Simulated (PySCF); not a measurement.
**Peak assignment**

Bonds (- single, = double, # triple, : aromatic): C1-S2, S2-C3, S2-Al4, Al4-C5, C5-C6, C5-C7, C5-C8. C1 carries H9, H10, H11; C3 carries H12, H13, H14; Al4 carries H15, H16; C6 carries H17, H18, H19; C7 carries H20, H21, H22; C8 carries H23, H24, H25. Formal charges: S2 +1, Al4 -1.

How the numbers were obtained: geometry from PBE0-D3(BJ)/def2-SVP, shielding tensors at PBE0/pcSseg-1 (GIAO), in PySCF (one conformer, averaged over atoms made equivalent by symmetry, fast rotation or ring inversion, no solvent model, no relativistic terms).

Scale: ¹³C, ¹H against TMS (reference shieldings calculated alike).

Task: Assign these signals to the numbered atoms. ¹³C{¹H} NMR (computed): δ 30.3, 24.2, 13.9.

Result: 
30.3 → C6/C7/C8, methyl carbon: aliphatic region, no heteroatom directly attached
24.2 → C1/C3, methyl carbon bonded to S
13.9 → C5, fully substituted sp3 carbon bonded to Al

Task: Assign these signals to the numbered atoms. ¹H NMR (400 MHz, computed): δ 4.01 (br, 2H), 2.12 (s, 6H), 0.90 (s, 9H).

Result: 
```tsv
δ (ppm)	atoms	environment	reason
4.01	H15/H16	hydrogen on an aluminium bonded to C, S	–
2.12	H9/H10/H11/H12/H13/H14	hydrogen on a methyl carbon bonded to S	–
0.90	H17/H18/H19/H20/H21/H22/H23/H24/H25	hydrogen on a methyl carbon	–
```

Hydrides on Al or Ga are broadened by the quadrupolar metal nucleus. Shifts are as computed. Against solution values, carbons near 30 ppm lie about +2 ppm off and those near 130 ppm about +5 ppm. Of 1313 compounds with measured shifts, 239 miss one by over three times the rms of a fit or turn the order of signals round; such compounds aren't used in these exercises. Multiplicities follow the n + 1 count of equivalent neighbours, as no J values were calculated; m marks all less simple cases, F and P coupling included.
